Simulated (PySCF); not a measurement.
A side-by-side comparison of computed properties.

First species: C3H12N2OSi.
Numbering: `[CH3:1][CH2:2][NH:3][Si@@:4]([CH3:5])([NH2:6])[OH:7]` (hydrogens: H8, H9, H10 on C1; H11, H12 on C2; H13 on N3; H14, H15, H16 on C5; H17, H18 on N6; H19 on O7)

Second species: C5H7NSi.
Geometry (GFN2-xTB, Å), atoms numbered from 1 in this order:
```
atom  x, y, z in Å
Si1    2.271    0.126    0.115
C2     0.387    0.009    0.018
C3    -0.405    1.155    0.056
C4    -1.782    1.034   -0.020
N5    -2.407   -0.127   -0.128
C6    -1.665   -1.221   -0.162
C7    -0.282   -1.207   -0.093
H8     2.634    0.682    1.421
H9     2.735    1.014   -0.953
H10    2.825   -1.217   -0.051
H11    0.051    2.130    0.142
H12   -2.422    1.907    0.007
H13   -2.212   -2.152   -0.250
H14    0.272   -2.134   -0.126
```

Levels: PBE0/def2-SVPD for dipole moment, HOMO energy, LUMO energy, HOMO–LUMO gap, static isotropic polarisability and electronic spatial extent ⟨r²⟩ about the centre of nuclear charge; TDDFT PBE0/def2-SVPD for lowest singlet excitation; TDA PBE0/def2-SVPD for lowest triplet excitation (Tamm–Dancoff); GFN2-xTB for rotational constant A and rotational constant C. Geometries: GFN2-xTB. All species are isolated and taken at one optimised geometry, non-relativistic unless stated; the electronic structure was computed with PySCF and density fitting.

Dipoles, sizes and rotational constants follow the conformer. The torsions of the flexible species, by atom-mapped SMILES:
- `[CH3:1][CH2:2][NH:3][Si@@:4]([CH3:5])([NH2:6])[OH:7]`: C1–C2–N3–Si4 -78°, C2–N3–Si4–C5 -51°, H–N6–Si4–N3 58°, H–N6–Si4–N3 -171°, H–O7–Si4–N3 56°

Q: Which has the higher T1 energy?

A: The first: 5.77 eV against 3.90 eV, a difference of 1.87 eV.

Q: Which has the higher static isotropic polarisability?

A: The second: 88.8 au against 81.4 au, a difference of 7.4 au.

Q: Which has the higher ⟨r²⟩?

A: The first: 1087 bohr² against 970 bohr², a difference of 117 bohr².

Q: Which has the higher rotational constant A?

A: The second: 5.755 GHz against 2.955 GHz, a difference of 2.800 GHz.

Q: Which of the two has the higher rotational constant C, and by how much?

A: The first: 1.351 GHz against 1.202 GHz, a difference of 0.149 GHz.

Q: Which of the two has the higher LUMO energy, and by how much?

A: The first: 0.29 eV against -1.20 eV, a difference of 1.49 eV.

Q: Which of the two has the higher dipole moment, and by how much?

A: The second: 1.89 D against 0.47 D, a difference of 1.42 D.

Q: Which has the higher S1 energy?

A: The first: 5.91 eV against 4.57 eV, a difference of 1.34 eV.

On the first: The principal polarisabilities are 76.6, 79.5 and 88.2 au; their mean is the isotropic value. The dipole equals about 1.6 × 10⁻³⁰ C·m (1 D = 3.33564 × 10⁻³⁰ C·m).

On the second: The dipole matches unit charges of opposite sign 0.39 Å apart (1 e·Å = 4.8032 D). The vertical singlet–triplet gap S1 − T1 is 0.67 eV (TDDFT singlet less Tamm–Dancoff triplet; S1: HOMO→LUMO, weight 0.99; T1: HOMO→LUMO, weight 0.95).
